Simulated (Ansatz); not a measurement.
The cluster Rb₂Br, relaxed as a quartet with UKS PBE0-D4/def2-TZVP in Ansatz, starting from the PBE0-D4/def2-TZVP geometry of the neutral doublet. Force threshold 0.02 eV/Å.

In the def2 sets Rb takes a core potential; there is no spin–orbit coupling. In the quartet geometry the species has come apart into loosely held pieces. At PBE0-D4/def2-TZVP a doublet of charge 0 lies 4.37 eV below the quartet, each at its own geometry. The structure comes from a short search, and lower isomers may exist.

Start:

```csv
atom,x (Å),y (Å),z (Å)
Rb1,1.4148,1.5110,1.0721
Rb2,-1.9389,-1.2439,0.3580
Br3,0.5240,-0.2671,-1.4301
```

| step | energy (eV) | largest force component (eV/Å) | SCF passes |
| --- | --- | --- | --- |
| 1 | -71347.0505 | 0.820 | 15 |
| 2 | -71347.2661 | 0.536 | 19 |
| 3 | -71347.4520 | 0.288 | 18 |
| 4 | -71347.5810 | 0.172 | 20 |
| 5 | -71347.7530 | 0.333 | 20 |
| 6 | -71347.8204 | 0.047 | 20 |
| 7 | -71347.8347 | 0.040 | 19 |
| 8 | -71347.8393 | 0.132 | 20 |
| 9 | -71347.8502 | 0.028 | 16 |
| 10 | -71347.8518 | 0.012 | 16 |
| 11 | -71347.8525 | 0.003 | 16 |

Force components are those of the run's own axes.

End:

```xyz
3

Rb    1.719    1.973    1.606
Rb   -2.562   -1.543    0.694
Br    0.843   -0.430   -2.300
```

Bonds lost: Rb1–Br3, Rb2–Br3 (atoms count from 1). Metal–metal contacts that move far: Rb1–Rb2 4.40 to 5.61 Å. The end holds 2 separate pieces.

The force fell under the threshold at step 10, but the optimiser went on. No frequencies were taken in this run, so the end may be a saddle point.

Run time 22 s (4 threads of Arm Neoverse V2 on a shared host).
